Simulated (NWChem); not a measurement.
Molecule: NH3Se2; SMILES N[Se][SeH]

```xyz
6

Se    -0.3948    -0.9414     0.0145
N      1.2349    -1.8000     0.0158
H      1.7938    -1.5936     0.8527
H      1.7881    -1.6087    -0.8284
Se    -0.0106     1.4100     0.0425
H      0.0659     1.6000    -1.4356
```
Atoms are numbered in this order, from 1.

Program: NWChem. Coordinates come from a PBE-D3(BJ)/def2-SVP optimisation. Vzz is the largest principal value of the second derivative of the potential at the nucleus (NWChem prints the opposite sign); η is the asymmetry. Non-relativistic.

### Question
What does the run give for PBE/def2-SVP? Quantities: Vzz Se1 (a.u.); η Se1; Vzz N2 (a.u.); η N2; Vzz Se5 (a.u.); η Se5.

### Answer
| Quantity | Result |
|---|---|
| Vzz Se1 (a.u.) | -7.338 |
| η Se1 | 0.41 |
| Vzz N2 (a.u.) | -0.883 |
| η N2 | 0.27 |
| Vzz Se5 (a.u.) | -5.124 |
| η Se5 | 0.42 |
